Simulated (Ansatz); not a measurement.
```xyz
12

N    -1.799    1.151    0.865
C    -1.276   -0.172    0.532
Ga    0.546   -0.194   -0.249
N     1.577   -1.582   -0.815
O     1.263    1.450   -0.409
H    -1.179    1.620    1.514
H    -1.814    1.740    0.042
H    -1.288   -0.795    1.431
H    -1.968   -0.663   -0.158
H     2.503   -1.485   -1.196
H     1.292   -2.545   -0.773
H     2.144    1.474   -0.784
```

Charge 0, multiplicity 1.

Problem. List the PBE0/def2-TZVPP orbital energies in eV (Ansatz 0.2.0). (An estimate is asked.)

Solution. The calculation gave: Occupied: -10146.46, -1252.29, -1108.49, -1108.37, -1108.36, -521.80, -390.77, -390.65, -278.67, -150.67, -103.69, -103.44, -103.39, -26.82, -24.51, -23.70, -22.71, -22.67, -22.66, -22.51, -21.97, -18.13, -13.69, -13.50, -13.33, -12.06, -11.56, -10.36, -10.01, -8.96, -8.59, -7.24, -6.23. Lowest empty: 0.04, 0.31, 1.03, 1.49, 2.54, 2.91, 3.03, 3.17.
